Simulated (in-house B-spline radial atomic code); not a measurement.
## One electron outside the [He] 2s2 2p6 core: the iron ion Fe¹⁵⁺

Computed with a B-spline radial code for spherical atoms, no-pair Dirac-Coulomb Hamiltonian, finite nucleus. Rungs: frozen-core Dirac-Hartree-Fock (DHF); Brueckner orbitals from the second-order correlation potential; the same with the Coulomb interaction screened by the core and the hole-particle interaction summed; Breit and QED terms from differences of relaxed Dirac-Fock atoms, where computed. Partial waves beyond l = 6 are extrapolated. The tables show a selection of states; those near core-excited levels, with erratic corrections or far from their DHF start are never shown.

Command:
```bash
python run_mb.py task.json out
```
Settings (nuclear radius in fm, box in bohr, cutoff in hartree):
```
basis_form          2
Z                   26
core_configuration  [He] 2s2 2p6
rms_radius          3.7377
mass_number         56
speed_of_light      137.036
box_radius          13.2
lmax                6
intervals           64
virtual_cutoff      1352.0
```

Cost of the run: 36 s on 1 thread of Arm Neoverse V1 (shared host).

Removal energies (eV):

```
state      DHF  second order  screened  Breit + QED    final
3s1/2  488.813       489.512   489.502       -0.204  489.298
3p1/2  454.318        455.13   455.118        -0.19  454.928
3p3/2  451.665       452.462    452.45        -0.12   452.33
3d3/2  404.736       405.633   405.626      -0.0614  405.565
3d5/2  404.346       405.232   405.225      -0.0215  405.204
4s1/2  257.543       257.822   257.815      -0.0771  257.738
4p1/2  243.869        244.19   244.182      -0.0738  244.108
4p3/2  242.832       243.149    243.14      -0.0458  243.095
4d3/2  225.616             ?         ?            ?        ?
4d5/2  225.438             ?         ?            ?        ?
4f5/2  218.246       218.417   218.419            -        -
4f7/2  218.184       218.355   218.356            -        -
5s1/2  158.998       159.124    159.12            -        -
5p1/2  152.258       152.405     152.4            -        -
```

(1) What does correlation do to 4d3/2?

(2) What does correlation do to 4d5/2?

(3) How does the lowest state compare with the NIST ionisation energy?

Electric-dipole lines from 3s1/2 (reduced matrix elements in atomic units, length form, static core polarisation, sign of DHF taken positive):

```csv
upper,DHF,+ core polarisation,+ Brueckner,λ (nm),A (s⁻¹)
3p1/2,0.5449,0.5341,0.5333,36.073,6.14e+09
3p3/2,0.7735,0.7583,0.7571,33.538,7.7e+09
```

(4) What radiative lifetime does 3d3/2 get from its electric-dipole decays?

Magnetic hyperfine constants per unit nuclear g factor (MHz, nucleus as a uniformly magnetised ball; they apply to isotopes with nuclear spin):

```tsv
state	DHF	+ core polarisation	+ Brueckner
3s1/2	89160	94620	95240
3p1/2	26140	27960	28140
3p3/2	4939	4763	4793
4s1/2	34220	36110	36280
4p1/2	10260	10890	10940
4p3/2	1942	1857	1865
```

Results:

(1) It adds 0.3048 eV to the removal energy in second order and 0.2996 eV with screening; Breit and QED add -0.0244 eV, for a final 225.891 eV.

(2) It adds 0.3007 eV to the removal energy in second order and 0.2957 eV with screening; Breit and QED add -0.00856 eV, for a final 225.726 eV.

(3) 3s1/2 is bound by 489.298 eV, without recoil; NIST lists 489.312 ± 0.014 eV (semi-empirical), a difference of -0.014 eV.

(4) The rates to lower computed states sum to 1.75e+10 s⁻¹, a lifetime of 0.0572 ns.
